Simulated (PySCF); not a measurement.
SMILES F[SiH](F)[SiH2]Cl (H3ClF2Si2) (PBE0/def2-SVP optimised geometry):

```
8

Si     1.119     0.064     0.000
F      1.630     0.901    -1.289
F      1.640    -1.456    -0.181
Si    -1.222     0.064     0.000
Cl    -1.811    -0.882     1.752
H      1.762     0.633     1.211
H     -1.756     1.456     0.000
H     -1.762    -0.682    -1.172
```

Calculation: PySCF with PBE0/def2-TZVP.

Question: What are the frontier orbital energies and the dipole moment?

Answer: HOMO-2 -10.16 eV, HOMO-1 -9.33 eV, HOMO -8.54 eV, LUMO -1.19 eV, LUMO+1 -0.68 eV; dipole moment 1.33 D.

Meta-Löwdin charges at PBE0/def2-TZVP: Si1 1.12, F2 -0.50, F3 -0.49, Si4 0.40, Cl5 -0.29, H6 -0.11, H7 -0.07, H8 -0.06.
